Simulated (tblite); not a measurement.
Species: C5H4NO (doublet state).
Bonds: C1–N2 (double), N2–C3, C3–C4 (aromatic), C4–O5 (aromatic), O5–C6 (aromatic), C6–C7 (aromatic), C3–C7 (aromatic). Hydrogens: H8, H9 on C1; H10 on C6; H11 on C7.
Bond orders are those of one Lewis drawing.

Computed with GFN2-xTB (tblite), gas phase: L-BFGS steps from a force-field or distance-geometry start until the largest atomic force falls under 0.01 eV/Å.

Step 14: E = -532.8759 eV
```
atom  x, y, z in Å  |  force x, y, z in eV/Å
C1     -2.3943    0.0692   -0.1042   -0.023   0.004   0.001
N2     -1.3061    0.7001   -0.1335    0.010  -0.021   0.003
C3     -0.0971    0.1027   -0.0957    0.011  -0.022  -0.004
C4      0.2253   -1.2459   -0.0209    0.035   0.006   0.005
O5      1.5278   -1.4221   -0.0042    0.037  -0.008  -0.004
C6      2.1216   -0.2067   -0.0687   -0.024  -0.005   0.003
C7      1.1759    0.7657   -0.1269   -0.032  -0.015   0.003
H8     -2.4299   -1.0221   -0.0464   -0.003   0.022  -0.001
H9     -3.3219    0.6167   -0.1364    0.004   0.024  -0.003
H10     3.1931   -0.1806   -0.0645   -0.017   0.018  -0.002
H11     1.3111    1.8258   -0.1847    0.001  -0.002   0.000
```

Step 15: E = -532.8761 eV
```
atom  x, y, z in Å  |  force x, y, z in eV/Å
C1     -2.3939    0.0701   -0.1044   -0.034  -0.001   0.003
N2     -1.3052    0.7002   -0.1333    0.012  -0.056   0.002
C3     -0.0973    0.1002   -0.0958    0.020  -0.005   0.000
C4      0.2266   -1.2479   -0.0204    0.040   0.013   0.001
O5      1.5296   -1.4225   -0.0044    0.032  -0.003   0.000
C6      2.1222   -0.2063   -0.0685   -0.027  -0.003  -0.001
C7      1.1749    0.7646   -0.1268   -0.016  -0.010   0.003
H8     -2.4328   -1.0214   -0.0463    0.007   0.035  -0.003
H9     -3.3206    0.6190   -0.1367   -0.005   0.029  -0.003
H10     3.1940   -0.1785   -0.0648   -0.031   0.015  -0.002
H11     1.3079    1.8253   -0.1846    0.002  -0.013   0.001
```

Step 16: E = -532.8765 eV
```
atom  x, y, z in Å  |  force x, y, z in eV/Å
C1     -2.3939    0.0717   -0.1046   -0.040  -0.004   0.005
N2     -1.3037    0.6993   -0.1330    0.009  -0.090  -0.001
C3     -0.0974    0.0960   -0.0959    0.025   0.012   0.006
C4      0.2296   -1.2511   -0.0198    0.035   0.009  -0.006
O5      1.5332   -1.4234   -0.0049    0.019   0.005   0.006
C6      2.1229   -0.2057   -0.0682   -0.019   0.004  -0.007
C7      1.1730    0.7629   -0.1265    0.011   0.001   0.001
H8     -2.4376   -1.0197   -0.0462    0.014   0.039  -0.004
H9     -3.3185    0.6233   -0.1372   -0.018   0.035  -0.003
H10     3.1950   -0.1747   -0.0652   -0.041   0.011  -0.001
H11     1.3028    1.8242   -0.1846    0.005  -0.022   0.003
```

Question: Estimate the geometry and energy of step 17. (The exact step hangs on the optimiser's Hessian estimate; all steps are aligned on step 16, rigid shifts and turns removed.)

Answer: E = -532.8770 eV, largest force 0.105 eV/Å
```
atom  x, y, z in Å  |  force x, y, z in eV/Å
C1     -2.3945    0.0740   -0.1048   -0.038  -0.006   0.007
N2     -1.3015    0.6965   -0.1325    0.000  -0.105  -0.005
C3     -0.0971    0.0899   -0.0960    0.022   0.022   0.015
C4      0.2344   -1.2558   -0.0189    0.020  -0.004  -0.013
O5      1.5388   -1.4245   -0.0054    0.001   0.014   0.014
C6      2.1238   -0.2048   -0.0680   -0.001   0.012  -0.014
C7      1.1706    0.7604   -0.1261    0.040   0.014  -0.001
H8     -2.4443   -1.0167   -0.0462    0.013   0.027  -0.004
H9     -3.3158    0.6303   -0.1380   -0.031   0.041  -0.003
H10     3.1956   -0.1689   -0.0658   -0.037   0.007   0.001
H11     1.2954    1.8223   -0.1844    0.011  -0.023   0.004
```

The energy changes by -0.0005 eV. The first-order estimate −F·Δx gives -0.0007 eV and the mean of the old and new forces, exact on a quadratic surface, -0.0005 eV. The step makes an angle of 75° with the force vector and moves no atom by more than 0.008 Å.

What follows is the cost of the whole relaxation. On one thread, Arm Neoverse V1 (aarch64), no GPU, shared host with 32 logical CPUs at a one-minute load of 29, this took 0.13 s of wall time.
